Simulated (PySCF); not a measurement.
Ligands exchanged one at a time, B SiH3-SH. Gas-phase values, no solvent. One relaxed conformer stands for each flexible species; it need not be the lowest. Strings in code marks are SMILES.

The numbers are results of PBE-D3(BJ)/def2-TZVP // B3LYP-D3(BJ)/def2-TZVP (PySCF), not measurements. Excitations are Tamm–Dancoff values on a coarser integration grid. The basis has no diffuse functions, so Rydberg states are missing or too high.

| species | S1–T1 gap (TDA) (eV) | HOMO (eV) | HOMO–LUMO gap (eV) | S1 excitation (TDA) (eV) |
|---|---|---|---|---|
| 0 of 3 SiH3 replaced by SH (`[SiH3]B([SiH3])[SiH3]`) | 0.70 | -6.84 | 2.79 | ___ |
| 1 of 3 SiH3 replaced by SH (`[SiH3]B(S)[SiH3]` (Si–B–S–H torsion 1°)) | 0.66 | -6.68 | 3.60 | ___ |
| 2 of 3 SiH3 replaced by SH (`B([SiH3])(S)S` (S–B–S–H torsion 180°, S–B–S–H torsion 180°)) | 1.11 | -6.48 | 4.11 | ___ |
| 3 of 3 SiH3 replaced by SH | ___ | -6.36 | 4.75 | 4.86 |

Q: What belongs in the gaps?

A: 
- 0 of 3 SiH3 replaced by SH (`[SiH3]B([SiH3])[SiH3]`), S1 excitation (TDA) (eV): 3.05
- 1 of 3 SiH3 replaced by SH (`[SiH3]B(S)[SiH3]` (Si–B–S–H torsion 1°)), S1 excitation (TDA) (eV): 3.87
- 2 of 3 SiH3 replaced by SH (`B([SiH3])(S)S` (S–B–S–H torsion 180°, S–B–S–H torsion 180°)), S1 excitation (TDA) (eV): 4.91
- 3 of 3 SiH3 replaced by SH, S1–T1 gap (TDA) (eV): 0.40
